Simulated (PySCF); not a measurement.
**Ionisation energy of Nd⁴³⁺ by level of theory**

Nd⁴³⁺ [Ne] 3s2 3p5 (2P) → Nd⁴⁴⁺ [Ne] 3s2 3p4 (3P), as a difference of total energies. Calculation: PySCF 2.14, in an uncontracted even-tempered set (16 s from 8.4 bohr⁻², ratio 2.5; 10 p from 11 bohr⁻², ratio 2.5; 4 d from 48 bohr⁻², ratio 2.7; 4 f from 71 bohr⁻², ratio 2.7); no relativity, point nucleus. Correlated levels: outer shells: 1s2 frozen; virtual orbitals above 40 to 60 times the deepest correlated orbital energy dropped. The calculations carry no spin-orbit coupling.

```json
{"method": "UHF", "ionisation energy (eV)": "3431.9"}
{"method": "LDA", "ionisation energy (eV)": "3434.3"}
{"method": "PBE", "ionisation energy (eV)": "3434.7"}
{"method": "PBE0", "ionisation energy (eV)": "3434.5"}
{"method": "r2SCAN", "ionisation energy (eV)": "3434.7"}
{"method": "M06", "ionisation energy (eV)": "3434.8"}
{"method": "PW91", "ionisation energy (eV)": "3435.4"}
{"method": "MP2 (outer shells)", "ionisation energy (eV)": "3432.8"}
{"method": "SCS-MP2 (outer shells)", "ionisation energy (eV)": "3432.7"}
```

Spin-orbit coupling is strong in these open shells (close to jj coupling). The scalar numbers leave it out and a first-order estimate fails, so it can dominate the gap to the real levels.

The gap to the reference is mostly relativistic.

For comparison: 3465 ± 4 eV (theoretical estimate listed by NIST; NIST Atomic Spectra Database, ionization energies).
